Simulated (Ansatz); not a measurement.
Reaction (ligand exchange at the Al–C bond): `N=[C](F)[AlH2]` + `OP[SiH3]` → `O[P]([AlH2])[SiH3]` + `N=CF`

Computed with Ansatz on PBE0-D4/def2-TZVP structures; ΔE is electronic, products minus reactants. CCSD(T)/CBS is the MP2 limit (def2-TZVPP, def2-QZVPP) plus CCSD(T) − MP2 in def2-TZVPP, frozen cores. This one scheme is used for every species. Functionals use def2-TZVPP. B3LYP here is the variant with VWN-RPA as its local correlation; programs differ in this. Each species was taken in one conformer, which may not be the lowest.

```tsv
level	ΔE (kJ/mol)	difference from CCSD(T)/CBS
LDA (SPW92)	-52.1	-9.3
PBE-D4	-51.9	-9.1
revPBE-D4	-50.7	-7.9
BLYP-D4	-40.2	2.6
r2SCAN0-D4	-50.3	-7.5
BHLYP-D4	-44.0	-1.2
ωB97X-V	-40.5	2.3
ωB97M-V	-39.1	3.7
B2PLYP	-39.1	3.7
B3LYP	-37.4	5.4
r2SCAN0	-49.3	-6.5
CCSD/def2-TZVPP	-41.2	1.6
CCSD(T)/def2-TZVPP	-42.6	0.2
HF/CBS(def2)	-35.0	7.8
MP2/CBS(def2)	-44.1	-1.3
CCSD/CBS(def2)	-41.4	1.4
CCSD(T)/CBS	-42.8	0
```

**Question.** What do rigid-rotor, harmonic-oscillator terms from PBE0-D4/def2-TZVP frequencies (298.15 K, 1 bar) make of the CCSD(T)/CBS value? (An estimate is asked.)

**Answer.** Computed: ΔZPE = +6.3 kJ/mol, ΔH = -35.5 kJ/mol, ΔS = 2 J/(mol·K), ΔG = -36.2 kJ/mol.

Largest T1 diagnostic among the species: 0.014.

From BLYP to BHLYP (50 % exact exchange), in def2-TZVPP and without D4, ΔE moves by −3.0 kJ/mol. Leaving LDA and LC-ωPBE aside and taking each functional with its dispersion term where it has one, the values, not all of them listed here, spread over 15.8 kJ/mol, from HSE06-D4 to CAM-B3LYP-D4. LDA lies −3.3 kJ/mol from PBE without D4.
